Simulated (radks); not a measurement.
All-electron atom: As6+ in [Ar] 3d8 4p1 (not the ground configuration).

Calculated with a radial shooting solver on a logarithmic mesh with Libxc functionals: scalar-relativistic Kohn-Sham, PBE, spin-polarised, spherical densities, point nucleus; open shells are filled with parallel spins first.

Energy parts (hartree):
part                       energy
total                 -2247.72612
kinetic                2291.46301
electron-nucleus      -5306.27078
Hartree                 847.12707
exchange-correlation    -80.04543

Orbitals (lengths in bohr, moments of r in powers of bohr; r(90%) holds 90 % of the orbital's charge):
orbital,occ.,eigenvalue (hartree),<r^2>,r(90%),<1/r>,<r>
1s up,1,-435.0203,0.002787,0.0813,33.47,0.04550
1s down,1,-435.0159,0.002787,0.0813,33.47,0.04550
2s up,1,-59.04242,0.04848,0.314,7.367,0.2028
2s down,1,-58.96759,0.04841,0.313,7.373,0.2026
2p up,3,-52.30485,0.03847,0.289,7.219,0.1772
2p down,3,-52.24662,0.03839,0.289,7.224,0.1771
3s up,1,-11.12724,0.3944,0.870,2.437,0.5861
3s down,1,-11.00337,0.3956,0.872,2.431,0.5870
3p up,3,-9.02489,0.4178,0.910,2.298,0.5982
3p down,3,-8.90068,0.4195,0.912,2.292,0.5994
3d up,5,-5.56697,0.4592,0.998,2.044,0.6134
3d down,3,-5.43633,0.4635,1.00,2.037,0.6161
4p up,1,-2.88343,2.941,2.33,0.8276,1.615
4p down,0,-2.78023,2.926,2.33,0.8302,1.611

The highest occupied level is 4p up at -78.462 eV. The density falls to 0.001 e/bohr^3 at r = 2.75 bohr. Spin moment in Bohr magnetons: 3. Summed over all electrons, <r^2> = 10.26 bohr^2, which gives a Langevin (diamagnetic) susceptibility term of -8.13 x 10^-6 cm^3/mol.
